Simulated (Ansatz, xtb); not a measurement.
## Ranking isomers of AlClH2O2Si

3 gas-phase structures of AlClH2O2Si, found in a search over its isomers (lower ones may exist). Each was relaxed with GFN2-xTB; where two conformers were screened, the lower at r2SCAN-D4/def2-SVP//GFN2-xTB is listed:

A. `O=[SiH][O][AlH][Cl]`, a singlet
B. a singlet given by its coordinates
C. a singlet given by its coordinates

B (Å):

```xyz
7

Al    0.9707    0.2329    0.8999
Cl    2.5982    1.2989    1.3463
O     0.3494   -0.5821   -0.5092
O    -0.4554   -0.2914    1.7483
Si   -1.0121   -1.0666    0.3582
H    -2.2049   -0.4200   -0.1512
H    -1.0240   -2.5047    0.5390
```

Close contacts (Å): Al1–Cl2 2.00, Al1–O3 1.74, Al1–O4 1.74, Al1–Si5 2.43, O3–Si5 1.69, O4–Si5 1.69, Si5–H6 1.45, Si5–H7 1.45.

C (Å):

```
atom    x (Å)    y (Å)    z (Å)
  Al  -0.8178  -1.8054   0.8231
  Cl  -2.1377  -1.2402   2.2367
   O   1.0439  -1.6373   1.3527
   O  -0.2048  -0.2613  -0.3258
  Si   1.2055  -0.4714   0.3113
   H  -0.8309  -2.9603  -0.1512
   H   2.4292   0.2138   0.0288
```

Close contacts (Å): Al1–Cl2 2.01, Al1–O3 1.94, Al1–O4 2.02, Al1–Si5 2.48, O3–Si5 1.57, O4–Si5 1.56, Al1–H6 1.51, Si5–H7 1.43.

Problem. Which do you expect lowest at r2SCAN-D4/def2-SVP//GFN2-xTB, and how would the others follow?

Solution. Calculated order at r2SCAN-D4/def2-SVP//GFN2-xTB: B (0.000), C (1.045), A (1.619) eV.

Energies above the lowest of each column, in eV; the last columns are at r2SCAN-D4/def2-SVP geometries and were run for some of them only (a dash: not run or not comparable):

| structure | GFN2-xTB | HF/STO-3G | r2SCAN-D4/def2-SVP//GFN2-xTB | r2SCAN-D4/def2-SVP | CCSD(T)/def2-SVP + ΔMP2/def2-TZVPP |
| --- | --- | --- | --- | --- | --- |
| B | 0.722 | 0.000 | 0.000 | 0.000 | 0.000 |
| C | 0.549 | 1.786 | 1.045 | 0.932 | 0.970 |
| A | 0.000 | 3.032 | 1.619 | – | – |

CCSD(T)/def2-SVP + ΔMP2/def2-TZVPP puts B lowest of those it was run on; GFN2-xTB picks A. Some further structures that were screened fall inside this span and aren't listed. Flexible structures stand in one conformer each, not always the lowest. Frequencies (r2SCAN-D4/def2-SVP) were run for B, C alone. ΔMP2 is the change of the MP2 energy from the smaller to the larger basis.

Programs: Ansatz 0.2.0, xtb 6.7.1.
